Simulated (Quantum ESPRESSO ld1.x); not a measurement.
The numbers below are computed, except where a source is named.
ld1.x (Quantum ESPRESSO 7.5) input

```
 &input
    atom='Au',
    iswitch=1,
    rel=0,
    dft='SLA-VWN',
    config='[Xe] 4f14 5d10 7s1',
    dx=0.01,
    rmax=200,
    verbosity='high',
    prefix='ld1',
    max_out_wfc=37,
    file_charge='ld1.rho',
 /
```

Command: `OMP_NUM_THREADS=1 ld1.x < ld1.in > ld1.out`

It prints (banner and zero overlaps left out):

```
     Program LD1 v.7.5 starts

     --------------------------- All-electron run ----------------------------

     atomic number is 79.00
     dft =SLA-VWN   lsd =0 sic =0 latt =0  beta=0.20 tr2=1.0E-14
     Exchange-correlation= SLA-VWN
                           (   1   2   0   0   0   0   0)
     mesh =1667 r(mesh) = 198.45297 a.u. xmin = -7.00 dx = 0.01000
     1 Ry =  13.60569312 eV

     n l     nl                  e(Ry)          e(Ha)          e(eV)
     1 0     1S 1( 2.00)   -5367.338511694   -2683.669255847 -73026.3606773
     2 0     2S 1( 2.00)    -896.096869080    -448.048434540 -12192.0190092
     2 1     2P 1( 6.00)    -861.770446199    -430.885223100 -11724.9842335
     3 0     3S 1( 2.00)    -209.969186271    -104.984593135  -2856.7763137
     3 1     3P 1( 6.00)    -193.734119228     -96.867059614  -2635.8869737
     4 0     4S 1( 2.00)     -44.477533364     -22.238766682   -605.1476698
     4 1     4P 1( 6.00)     -37.478109541     -18.739054770   -509.9156572
     3 2     3D 1(10.00)    -163.343229432     -81.671614716  -2222.3978534
     5 0     5S 1( 2.00)      -6.552575225      -3.276287613    -89.1523277
     5 1     5P 1( 6.00)      -4.331035937      -2.165517968    -58.9267459
     4 2     4D 1(10.00)     -24.584361626     -12.292180813   -334.4872799
     4 3     4F 1(14.00)      -7.294511774      -3.647255887    -99.2468887
     5 2     5D 1(10.00)      -0.930850899      -0.465425450    -12.6648717
     7 0     7S 1( 1.00)      -0.104857924      -0.052428962     -1.4266647

     final scf error:  1.3E-15 reached in  38 iterations

     Etot =  -35721.199750 Ry,  -17860.599875 Ha, -486011.681777 eV

     Ekin =   35709.064718 Ry,   17854.532359 Ha,  485846.576266 eV
     Encl =  -85079.399816 Ry,  -42539.699908 Ha,-1157564.204986 eV
     Eh   =   14315.818347 Ry,    7157.909174 Ha,  194776.631236 eV
     Exc  =    -666.682999 Ry,    -333.341499 Ha,   -9070.684293 eV
```

Run on one thread of a shared host, so times are rough (Intel(R) Xeon(R) Processor @ 2.60GHz): 0.67 s of CPU time, 0.7 s wall, 38 iterations on 1667 mesh points.
